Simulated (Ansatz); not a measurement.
Molecule: sum formula GeOCl, charge -1, multiplicity 1. 
Coordinates optimised at B3LYP-D3(BJ)/def2-TZVP (Ansatz, a quantum-chemistry and plane-wave program):
```
Ge
O 1 1.6703
Cl 1 2.5023 2 107.84
```
Charge -1, spin multiplicity 1.

Basis-set convergence of Hartree-Fock and MP2 correlation energies (hartree) with Ansatz. Cores are frozen in the correlated levels unless marked. Spin-orbit coupling is left out. Frozen are the shells of the preceding noble gas and the d and f shells that filled before the atom's block. Non-relativistic.

| basis | functions | E(HF) | E(corr, MP2) |
|---|---|---|---|
| def2-SVPD | 88 | -2609.35889 | -0.45280 |
| def2-TZVPPD | 145 | -2609.86157 | -0.55476 |
| def2-QZVPPD | 240 | -2609.91851 | -0.59855 |

Extrapolating the two largest sets (X = 3 and 4) as X^-3: E(corr) = (64·(-0.59855) - 27·(-0.55476))/37 = -0.6305 Eh, an estimate of the basis-set limit. The largest set recovers 94.9 % of it, the smallest 71.8 %.
